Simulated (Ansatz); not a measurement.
B(F)(Br)(vinyl) (C2H3BBrF), SMILES C=CB(F)Br.

Coordinates come from a PBE0-D3(BJ)/def2-SVP optimisation. This is a generated structure with no PubChem entry under its InChIKey; it may be hypothetical. Other conformers were not sampled.

Two levels are set side by side: PBE/def2-SVPD (Ansatz, a quantum-chemistry and plane-wave program) and CAM-B3LYP/def2-SVPD (Ansatz). Energy differences of separate SCF runs at the same geometry; the states with an electron removed or added have multiplicity 2 and 2. Differences are taken from unrounded values.

```json
[
 {"quantity": "vertical ionisation energy (eV)", "PBE": "10.30"},
 {"quantity": "vertical singlet–triplet gap (eV)", "PBE": "3.74"}
]
```

Question: These are the PBE values. What does CAM-B3LYP give? (The exact figures need the calculation; the answer reports its results.)

Answer: 
```json
[
 {"quantity": "vertical ionisation energy (eV)", "CAM-B3LYP": "10.69", "PBE minus CAM-B3LYP": "-0.39"},
 {"quantity": "vertical singlet–triplet gap (eV)", "CAM-B3LYP": "3.76", "PBE minus CAM-B3LYP": "-0.02"}
]
```
